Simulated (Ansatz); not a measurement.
Consider the formal hydrolysis of the Sn–C bond: `[CH3][Sn][NH2]` + H₂O → `[NH2][Sn][OH]` + CH₄.

Gas-phase electronic energies from Ansatz, PBE0-D4/def2-TZVP geometries. CBS: MP2 limit from def2 TZ/QZ plus the TZ coupled-cluster correction, frozen cores. This one scheme is used for every species. DFT in def2-TZVPP. def2 core potentials past Kr. For Sn outer-core shells are correlated without core-valence functions, which leaves a few kJ/mol of doubt a bond. One conformer a species, not always the lowest.

(1) Is it downhill or uphill in electronic energy at CCSD(T)/CBS, and by how much? (An estimate is asked.)

(2) What do these levels give: BHLYP-D4, CAM-B3LYP-D4, BLYP, r2SCAN, CCSD(T)/def2-SVP, MP2/CBS(def2)? (Best estimate.)

Largest T1 diagnostic among the species: 0.017.

Results:

(1) Ansatz gave: Downhill: ΔE = -93.6 kJ/mol.

(2) Computed: BHLYP-D4 -99.7, CAM-B3LYP-D4 -104.3, BLYP -110.5, r2SCAN -103.4, CCSD(T)/def2-SVP -93.6, MP2/CBS(def2) -96.2 kJ/mol.

The D4 term adds +3.7 kJ/mol with B3LYP and +2.0 kJ/mol with PBE0; it sums over pairs of atoms, weighted by their polarisabilities, and B3LYP, whose exchange is more repulsive, gets the larger term. From PBE to PBE0 (25 % exact exchange), in def2-TZVPP and without D4, ΔE moves by +5.3 kJ/mol. Leaving LDA and LC-ωPBE aside and taking each functional with its dispersion term where it has one, the values, not all of them listed here, spread over 16.7 kJ/mol, from B97M-V to HSE06-D4. LDA lies +5.6 kJ/mol from PBE without D4.

B3LYP here is the variant with VWN-RPA as its local correlation; programs differ in this.
